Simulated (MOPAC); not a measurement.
MOPAC input (AM1):

```
AM1 FORCE THERMO(298,298) PRECISE LET UHF MS=0.5 GEO-OK AUX(PRECISION=9) THREADS=1
C2HCl2

Cl    1.94566369 1    0.09135690 1   -0.07487810 1
C     0.56878367 1   -0.69241651 1   -0.02918051 1
C    -0.73233678 1   -0.82359598 1    0.02018201 1
Cl   -1.81764439 1    0.47785607 1    0.07566161 1
H    -1.21692563 1   -1.81039226 1    0.02905688 1
```

From the output:

```
     H    5   0.115263   0.674749   4.892575   0.583942   5.569348

          HEAT OF FORMATION =      37.823346 KCALS/MOLE

          ZERO POINT ENERGY      13.668 KCAL/MOL

           NORMAL COORDINATE ANALYSIS (Total motion = 1 Angstrom)

   Root No.       1         2         3         4         5         6         7         8

                 1 A'      1 A"      2 A'      3 A'      2 A"      4 A'      5 A'      6 A'

                 124.4     369.5     507.6     744.3     778.3     908.1    1167.2    1809.2

           1   -0.1171   -0.0000    0.0419   -0.1346    0.0000   -0.0837    0.0102   -0.0367
           2   -0.1739    0.0000   -0.0242   -0.0103   -0.0000   -0.0026   -0.0001    0.0013
           3   -0.0000   -0.0478   -0.0000    0.0000    0.0054    0.0000    0.0000   -0.0000
           4   -0.1277    0.0000   -0.0423    0.0880    0.0000    0.1520   -0.0481    0.4266
           5    0.1959   -0.0000    0.4416   -0.0217   -0.0000   -0.0057    0.0225    0.1307
           6    0.0000    0.3082    0.0000    0.0000    0.0243   -0.0000    0.0000   -0.0000
           7   -0.1056   -0.0000    0.1462    0.2569   -0.0000    0.1156   -0.0429   -0.3034
           8    0.1242    0.0000   -0.0778   -0.2235    0.0000    0.2436   -0.0632   -0.1472
           9    0.0000   -0.1667   -0.0000   -0.0000   -0.1462    0.0000    0.0000    0.0000
          10    0.2013    0.0000   -0.0780    0.0085    0.0000   -0.0128    0.0075   -0.0001
          11    0.0654   -0.0000   -0.0928    0.0958   -0.0000   -0.0879   -0.0065    0.0029
          12   -0.0000    0.0131    0.0000    0.0000    0.0129   -0.0000   -0.0000   -0.0000
          13   -0.1819   -0.0000    0.0313    0.3262    0.0000    0.2067    0.4593   -0.1698
          14    0.0004    0.0000   -0.2188   -0.0875   -0.0000    0.3489    0.7157    0.0496
          15   -0.0000   -0.4641   -0.0000    0.0000    0.8112    0.0000    0.0000    0.0000

   Root No.       9

                 7 A'

                3152.3

           1    0.0004
           2    0.0001
           3    0.0000
           4   -0.0018
           5    0.0021
           6   -0.0000
           7   -0.0633
           8    0.0378
           9   -0.0000
          10   -0.0003
          11    0.0007
          12    0.0000
          13    0.7729
          14   -0.5035
          15   -0.0000

           MASS-WEIGHTED COORDINATE ANALYSIS (NORMAL COORDINATES)

   Root No.       1         2         3         4         5         6         7         8

                 1 A'      1 A"      2 A'      3 A'      2 A"      4 A'      5 A'      6 A'

                 124.4     369.5     507.6     744.3     778.3     908.1    1167.2    1809.2

           1   -0.3420   -0.0000    0.1364   -0.4989    0.0000   -0.3669    0.0665   -0.1117
           2   -0.5079    0.0000   -0.0787   -0.0381   -0.0000   -0.0112   -0.0007    0.0039
           3   -0.0000   -0.2134   -0.0000    0.0000    0.0332    0.0000    0.0000   -0.0000
           4   -0.2171    0.0000   -0.0802    0.1898    0.0000    0.3878   -0.1819    0.7548
           5    0.3331   -0.0000    0.8366   -0.0467   -0.0000   -0.0146    0.0851    0.2312
           6    0.0000    0.8008    0.0000    0.0000    0.0870   -0.0000    0.0000   -0.0000
           7   -0.1795   -0.0000    0.2769    0.5543   -0.0000    0.2949   -0.1622   -0.5369
           8    0.2111    0.0000   -0.1474   -0.4822    0.0000    0.6214   -0.2389   -0.2605
           9    0.0000   -0.4332   -0.0000   -0.0000   -0.5244    0.0000    0.0000    0.0000
          10    0.5879    0.0000   -0.2538    0.0314    0.0000   -0.0563    0.0490   -0.0005
          11    0.1912   -0.0000   -0.3021    0.3552   -0.0000   -0.3854   -0.0420    0.0089
          12   -0.0000    0.0584    0.0000    0.0000    0.0793   -0.0000   -0.0000   -0.0000
          13   -0.0896   -0.0000    0.0172    0.2039    0.0000    0.1528    0.5031   -0.0870
          14    0.0002    0.0000   -0.1201   -0.0547   -0.0000    0.2578    0.7840    0.0254
          15   -0.0000   -0.3493   -0.0000    0.0000    0.8427    0.0000    0.0000    0.0000

   Root No.       9

                 7 A'

                3152.3

           1    0.0022
           2    0.0006
           3    0.0000
           4   -0.0065
           5    0.0076
           6   -0.0000
           7   -0.2283
           8    0.1363
           9   -0.0000
          10   -0.0017
          11    0.0044
          12    0.0000
          13    0.8077
          14   -0.5262
          15   -0.0000

          DESCRIPTION OF VIBRATIONS

 VIBRATION          1    1A'         ATOM PAIR     ENERGY CONTRIBUTION    RADIAL
 FREQUENCY           124.41         C 2 -- C 3         +38.5% (270.7%)      1.4%
 TRANSITION DIPOLE   0.5146         C 3 -- Cl4         +29.4% (236.6%)      2.3%
 TRAVEL (Ang.)       0.2268         Cl1 -- C 2         +16.5% (177.1%)      2.2%
 REDUCED MASS       10.5337         C 3 -- H 5         +15.6% (172.3%)     70.8%
 EFFECTIVE MASS     74.6465
 FORCE CONSTANT      0.0961

 VIBRATION          2    1A"         ATOM PAIR     ENERGY CONTRIBUTION    RADIAL
 FREQUENCY           369.47         C 2 -- C 3         +55.0% (103.8%)      0.0%
 TRANSITION DIPOLE   0.4549         Cl1 -- C 2         +25.0% ( 69.9%)      0.0%
 TRAVEL (Ang.)       0.1830         C 3 -- Cl4         +14.0% ( 52.4%)      0.0%
 REDUCED MASS        5.4516         C 3 -- H 5          +5.9% ( 34.1%)      0.0%
 EFFECTIVE MASS     13.0976
 FORCE CONSTANT      0.4385

 VIBRATION          3    2A'         ATOM PAIR     ENERGY CONTRIBUTION    RADIAL
 FREQUENCY           507.64         C 2 -- C 3         +36.0% ( 99.2%)      0.5%
 TRANSITION DIPOLE   1.0451         Cl1 -- C 2         +30.0% ( 90.7%)      5.3%
 TRAVEL (Ang.)       0.1378         C 3 -- Cl4         +21.1% ( 76.0%)     19.9%
 REDUCED MASS        6.9904         C 3 -- H 5         +12.9% ( 59.4%)     77.7%
 EFFECTIVE MASS     17.4969
 FORCE CONSTANT      1.0614

 VIBRATION          4    3A'         ATOM PAIR     ENERGY CONTRIBUTION    RADIAL
 FREQUENCY           744.28         C 3 -- Cl4         +40.0% (117.7%)     54.9%
 TRANSITION DIPOLE   1.2760         C 2 -- C 3         +30.0% (101.9%)      7.6%
 TRAVEL (Ang.)       0.1198         C 3 -- H 5         +18.0% ( 78.9%)     92.0%
 REDUCED MASS        6.3139         Cl1 -- C 2         +11.9% ( 64.1%)    100.0%
 EFFECTIVE MASS     23.0180
 FORCE CONSTANT      2.0607

 VIBRATION          5    2A"         ATOM PAIR     ENERGY CONTRIBUTION    RADIAL
 FREQUENCY           778.34         C 3 -- H 5         +83.5% ( 98.6%)      0.0%
 TRANSITION DIPOLE   0.4882         C 2 -- C 3          +8.6% ( 31.6%)      0.0%
 TRAVEL (Ang.)       0.2471         C 3 -- Cl4          +7.8% ( 30.2%)      0.0%
 REDUCED MASS        1.4184
 EFFECTIVE MASS      3.1286
 FORCE CONSTANT      0.5063

 VIBRATION          6    4A'         ATOM PAIR     ENERGY CONTRIBUTION    RADIAL
 FREQUENCY           908.10         C 3 -- Cl4         +33.1% ( 95.9%)     97.5%
 TRANSITION DIPOLE   2.3857         C 3 -- H 5         +27.5% ( 87.3%)      5.0%
 TRAVEL (Ang.)       0.1295         Cl1 -- C 2         +20.8% ( 76.0%)    100.0%
 REDUCED MASS        4.4287         C 2 -- C 3         +18.6% ( 71.9%)      7.2%
 EFFECTIVE MASS     16.5858
 FORCE CONSTANT      2.1518

 VIBRATION          7    5A'         ATOM PAIR     ENERGY CONTRIBUTION    RADIAL
 FREQUENCY          1167.15         C 3 -- H 5         +83.1% ( 97.5%)      0.0%
```
